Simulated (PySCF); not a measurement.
Mg(Cl)(OMe) (CH3ClMgO), SMILES C[O][Mg][Cl].

The structure is a stationary point at B3LYP-D3(BJ)/def2-SVP. The values are those of a single conformer.

The numbers are results of B3LYP/def2-TZVPD (PySCF), not measurements.

The molecule is in vacuum.

Question: Estimate the frontier levels, gap, dipole moment and polarisability. (Estimate from the structure and the level; the computed values follow.)

Answer: 
```yaml
highest_occupied_level: -7.24 eV
lowest_empty_level: -1.80 eV
orbital_gap: 5.45 eV
dipole_moment: 1.67 D
quadrupole, principal values (traceless, Buckingham form, about the centre of nuclear charge): -12.61, 6.31, 6.31 D·Å
mean_static_polarisability: 54.6 bohr³ (8.09 Å³)
polarisability_principal_values: 47.2, 47.2, 69.4 bohr³
```
